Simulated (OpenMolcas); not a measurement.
# C I: CASPT2 settings compared

```json
{"Program": "OpenMolcas 26.06", "Basis": "ANO-RCC-VDZ [3s2p]", "Scalar Hamiltonian": "DKH4, point nucleus", "Active space": "4 electrons in 4 orbitals (2s 2p)", "State averaging": "2S+1 = 3 even, 3 roots; 2S+1 = 1 even, 6 roots; 2S+1 = 5 odd, 1 root; 2S+1 = 3 odd, 5 roots", "Spin-orbit coupling": "state interaction with AMFI integrals over the reference wave functions, term energies averaged over their components"}
```

Methods on the same reference wave functions:
A. CASSCF
B. SS-CASPT2, IPEA 0.6 Eh, sigma1 regulariser 0.2 Eh (closed shells correlated: 1s)
C. SS-CASPT2, IPEA 0.2 Eh, real shift 0.25 Eh (closed shells correlated: 1s)
D. XMS-CASPT2, IPEA 0.75 Eh, no level shift (closed shells correlated: none)

Energies in cm-1 above 2s2 2p2 3P0, the measured ground level; measured values from NIST Handbook of Basic Atomic Spectroscopic Data.

```json
{"Level": "2s2 2p2 3P0", "A": "0.0", "B": "0.0", "C": "0.0", "D": "0.0", "Measured": "0.0"}
{"Level": "2s2 2p2 3P1", "A": "14.9", "B": "14.9", "C": "14.9", "D": "14.9", "Measured": "16.4"}
{"Level": "2s2 2p2 3P2", "A": "44.6", "B": "44.6", "C": "44.6", "D": "44.6", "Measured": "43.4"}
{"Level": "2s2 2p2 1D2", "A": "12923", "B": "12370", "C": "12470", "D": "12370", "Measured": "10193"}
{"Level": "2s2 2p2 1S0", "A": "21539", "B": "19730", "C": "19510", "D": "20020", "Measured": "21648"}
{"Level": "2s 2p3 5S* 2", "A": "23555", "B": "24550", "C": "24450", "D": "24770", "Measured": "33735"}
```

Deviations, from unrounded energies. A percentage is the sum of absolute deviations over the sum of measured energies, with the sign that they share, or ± where signs differ.

| Against measurement | Levels | A | B | C | D |
| --- | --- | --- | --- | --- | --- |
| mean absolute deviation (cm-1) | 5 | 2600 | 2700 | 2700 | 2600 |
| fine structure of the ground term (%) | 2 | ±4.4 | ±4.4 | ±4.4 | ±4.4 |
| other terms of the ground configuration (%) | 2 | ±8.9 | ±12.9 | ±13.8 | ±12.0 |
| other configurations (%) | 1 | -30.2 | -27.2 | -27.5 | -26.6 |

A, B, D lie about equally close to measurement and C furthest from it. The largest miss of D in the table is 2s 2p3 5S* 2, by -9000 cm-1. The ranking rests on the paired levels alone, and a cruder setting can come out closer through cancelling errors.

Among B to D the level of the table that moves most is 2s2 2p2 1S0, by 500 cm-1 (lowest in C, highest in D). Moves below CASPT2's spread within the term are not significant.

The mean deviations of B to D differ by less than CASPT2's widest spread within a term (200 cm-1), so their order carries little weight.

From A to B the spin-free energies of the other terms of 2s2 2p2 shown, above 3P, scale by factors of 0.92 to 0.96.

The lowest spin-free term lies below A's lowest term by 0.016 hartree in B, 0.018 hartree in C, 0.016 hartree in D.

CASPT2 does not keep the components of a term degenerate, so their means are used; among the terms shown or strongly mixed into the levels shown the widest spread is 200 cm-1 (2s2 2p2 1D, D). Without dynamic correlation excited terms often stand tens of per cent too high (terms of higher spin than the ground term too low), and those without a measured partner can miss by more than the paired ones (holds for A). Some terms miss by over 15 % even with CASPT2, which points to a basis or an active space too small for the shells correlated (holds for B; C; D). Measured partners are found by configuration, term and J. A level has none where our copy of the source lacks it or the pairing is in doubt (some pairs that miss far off the trend of their configuration count as doubtful), and it then counts in no deviation. Only configurations of the active space appear. Levels that lie high or do not pair safely by name in every column are left out.

* marks odd parity.
